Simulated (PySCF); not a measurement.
Continuum solvent and chemical shifts

Geometry:
```
atom   x (Å)   y (Å)   z (Å)
  C1   3.640  -0.868  -0.195
  C2   2.698  -0.148   0.722
  O3   2.465  -0.502   1.854
  C4   1.968   1.047   0.136
  P5   0.388   0.536  -0.674
  S6   0.618  -0.446  -2.344
  C7  -0.544  -0.293   0.669
  C8  -2.075  -0.307   0.562
  C9  -2.680   1.082   0.737
 C10  -2.583  -0.987  -0.705
 H11   3.086  -1.157  -1.106
 H12   4.057  -1.750   0.306
 H13   4.450  -0.195  -0.517
 H14   1.720   1.751   0.944
 H15   2.551   1.555  -0.647
 H16  -0.242   1.806  -0.800
 H17  -0.223   0.178   1.613
 H18  -0.144  -1.319   0.683
 H19  -2.407  -0.916   1.422
 H20  -3.777   1.023   0.788
 H21  -2.325   1.566   1.660
 H22  -2.434   1.744  -0.110
 H23  -2.315  -0.416  -1.607
 H24  -2.151  -1.992  -0.826
 H25  -3.679  -1.085  -0.675
```

GIAO PBE0/pcSseg-1 in PySCF on one PBE0-D3(BJ)/def2-SVP conformer, non-relativistic, equivalent nuclei averaged. Solvents enter as an IEF-PCM continuum (chloroform with ε = 4.7, water with ε = 78.4) around the gas-phase geometry. Shifts are referred to TMS, CS2 computed in the same medium.

Gas phase, δ in ppm: C2 205.1, C4 51.7, C7 42.7, C1 38.0, C8 27.6, C10 24.0, C9 23.1, S6 -214.8, H16 7.26, H15 2.74, H11/H12/H13 2.54, H14 2.32, H17 2.13, H19 2.01. Dipole moment 2.73 D.

Task: How does each δ change in the continuum?

Result: 
```csv
atoms,environment,"Δδ, chloroform","Δδ, water"
C2,ketone carbonyl carbon,+5.3,+7.5
C4,"sp3 CH2 bonded to P, α to a carbonyl",+0.4,+0.7
C7,sp3 CH2 bonded to P,+0.1,+0.2
C1,methyl carbon α to a carbonyl,+1.0,+1.4
C8,sp3 CH,+0.7,+1.0
C10,methyl carbon,+0.5,+0.7
C9,methyl carbon,0.0,-0.1
S6,sulfur bonded to P,-27.2,-38.9
H16,"hydrogen on a phosphorus bonded to 2 C, S",+0.03,+0.09
H15,"hydrogen on an sp3 CH2 bonded to P, α to a carbonyl",+0.28,+0.40
H11/H12/H13,hydrogen on a methyl carbon α to a carbonyl,+0.05,+0.05
H14,"hydrogen on an sp3 CH2 bonded to P, α to a carbonyl",+0.23,+0.37
H17,hydrogen on an sp3 CH2 bonded to P,+0.07,+0.13
H19,hydrogen on an sp3 CH,+0.08,+0.11
```

Changes are relative to the gas phase. The dipole moment becomes 3.83 D in chloroform, 4.47 D in water.

Task: Which of the listed nuclei move most (in ppm), and what does the model miss? (N and O are left out, as their reference compounds move with the solvent too.)

Result: S6 (sulfur bonded to P, -38.9 ppm) in water. A continuum only polarises the solute; specific hydrogen bonds, the anisotropy of aromatic solvents and changes of geometry or conformer are outside it.
